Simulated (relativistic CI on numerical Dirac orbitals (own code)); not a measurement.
**Os XIV: sensitivity of the levels to the model**

Base calculation: Dirac-Coulomb-Breit CI, orbitals from a KLI potential per configuration, model QED (radiative potential, 1s self-energy scaled to tabulated hydrogen-like ionisation energies), unscaled Slater integrals.

Configurations in the expansion (outside the closed core [Kr] 4d10): 4f13 5s2 5p2, 4f14 5s 5p2, 4f13 5s 5p3, 4f12 5s2 5p3, 4f14 5s2 5p, 4f13 5s2 5p 5d, 4f14 5p3, 4f12 5s 5p4, 4f14 5s2 5d, 4f13 5s2 5p 5f, 4f14 5p2 5d, 4f11 5s2 5p4, 4f11 5s 5p5, 4f10 5s2 5p5, 4f13 5p4, 4f12 5p5, 4f13 5s2 5d2, 4f14 5s 5d2, 4f14 5s 5p 5d, 4f14 5s 5d 5f, 4f14 5s 5p 6s, 4f14 5s 5d 6s, 4f14 5s 5f 6s. Double excitations out of closed p, d and f shells are left out; levels of such configurations are missing from the list, as are those of other unlisted configurations, and high levels can miss mixing partners.

Variants: (1) QED terms removed; (2) one mean potential for all configurations. Shifts of the energy above 4f14 5s2 5p 2P°_1/2, in cm⁻¹, for the lowest level and the first level of each name with at least 55 % of one term (blank where a level changes its place among those of its configuration and J or its character, or is not in the variant):

```csv
Level,Base,Δ(1),Δ(2)
4f14 5s2 5p 2P°_1/2,0,0,0
4f14 5s2 5p 2P°_3/2,129085,-116,-523
4f13 5s2 5p2 4F°_9/2,229208,-565,-4203
4f13 5s2 5p2 4F°_3/2,244005,-627,-3983
4f13 5s2 5p2 2H°_11/2,247116,-565,-4170
4f13 5s2 5p2 2D°_5/2,250741,-569,-4114
4f13 5s2 5p2 2G°_9/2,258198,-569,-4029
4f13 5s2 5p2 2P°_1/2,267887,-652,-3809
4f13 5s2 5p2 2H°_9/2,269685,-654,-3900
4f14 5s 5p2 4P_1/2,274843,+1864,+2671
4f13 5s2 5p2 2D°_3/2,280628,-648,-3800
4f14 5s 5p2 4P_3/2,367643,+1750,+1277
4f13 5s2 5p2 4G°_11/2,377573,-679,-3466
4f13 5s2 5p2 4D°_1/2,401420,-767,-3185
```

At this charge transitions that keep the count of f electrons are usually good to a few per cent. Levels and lines within the n = 5 or 6 shells can be off by up to 10 % or somewhat more, and those that change n by about 2 %, since core polarisation is missing. Levels that differ in their count of f electrons can be misplaced by several ten thousand cm⁻¹, since the correlation energy of f electrons is missing or only estimated; rates across such gaps can be off by orders of magnitude. The computed lowest level isn't the tabulated ground level, which NIST ASD gives as 4f13 5p2 4F°7/2; for such ions that label comes from theory and may be the wrong one.

Ionisation energy from one configuration of each of the two ions, the ground ones as tabulated or assumed: base 273.461 eV. The NIST ASD value (theoretical) is 298 ± 15 eV. The gap of more than 2 % comes from missing correlation, or from a tabulated value that is itself an estimate.

LS names give the leading component of a level, which can be under half, so a name can repeat, a term be missing and a line seem to break the LS rules.
